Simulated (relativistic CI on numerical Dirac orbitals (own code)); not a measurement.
Crystal-field levels of Tb3+, 4f8

Calculated by Dirac-Coulomb-Breit CI, orbitals from a KLI potential per configuration, a model potential for QED, valence Slater integrals scaled by 0.7, one configuration in a parametric crystal field (own radial code).

Field parameters in Wybourne normalisation. The field is a parameter set, without covalency.

S and J are read from ⟨S²⟩ = S(S + 1) and ⟨J²⟩ = J(J + 1) of each level; they are not fictitious spins.

C2v, B20 = 440, B22 = 260, B40 = -400, B42 = 80, B44 = 120, B60 = 0, B62 = 60, B64 = 590, B66 = -10 cm⁻¹, the lowest 10 levels:

```
E (cm⁻¹)  Degeneracy     S     J
     0.0           1  2.94  6.00
     0.1           1  2.94  6.00
     107           1  2.94  5.99
     109           1  2.94  5.99
     143           1  2.94  6.00
     160           1  2.94  6.00
     161           1  2.94  6.00
     197           1  2.94  6.00
     200           1  2.94  6.00
     254           1  2.94  6.00
```

D3d, B20 = 1540, B40 = 880, B43 = -1140, B60 = -250, B63 = -30, B66 = -790 cm⁻¹, the lowest 10 levels:

```csv
E (cm⁻¹),Degeneracy,Irrep,S,J
0.0,1,A1,2.94,5.98
0.8,1,A2,2.94,5.98
112,2,E,2.94,5.98
274,2,E,2.94,5.97
417,1,A1,2.94,5.96
540,1,A2,2.94,5.98
674,2,E,2.94,5.97
809,2,E,2.94,5.98
861,1,A1,2.94,5.98
2241,2,E,2.96,4.99
```

The next free-ion level lies 2118 cm⁻¹ above the lowest; the field splits the ground level into components whose J stays near 6 as long as their spread is small against that gap.

Levels of this model without a field, named by their leading LS term (the scale mimics covalency, so terms lie below those of the real free ion): 7F_6 0, 7F_5 2118, 7F_4 3252, 7F_3 4231, 7F_2 4896, 7F_1 5352, 7F_0 5571, 5D_4 15395 cm⁻¹.
